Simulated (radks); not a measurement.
Problem. Coherent X-ray form factor from a spherical all-electron density. Method: Dirac Kohn-Sham, BLYP, spin-unpolarised, spherical densities, finite nucleus; Fermi nuclear charge, rms radius of each element as measured or else 0.836 A^(1/3) + 0.57 fm; computed with a radial shooting solver on a logarithmic mesh with Libxc functionals.

| sin(theta)/lambda (1/angstrom) | f0 (electrons) |
|---|---|
| 0.05 | 46.906 |
| 0.1 | 46.625 |
| 0.15 | 46.163 |
| 0.2 | 45.529 |
| 0.25 | 44.734 |
| 0.3 | 43.794 |
| 0.4 | 41.544 |
| 0.5 | 38.932 |
| 0.6 | 36.116 |
| 0.8 | 30.465 |
| 1 | 25.504 |
| 1.25 | 20.851 |
| 1.5 | 17.776 |
| 2 | 14.119 |

The species is in the configuration that NIST lists as its ground one. Which atom or ion scatters so?

Solution. The tungsten ion W27+, [Kr] 4d10 4f1. Extrapolating in s^2 from the first two rows gives f0(0) = 47.0, near the electron count 47; among species with that count, the fall with angle is slower the higher Z, and the table is that of Z = 74; from so few rows the species is fixed only to a neighbour or two.
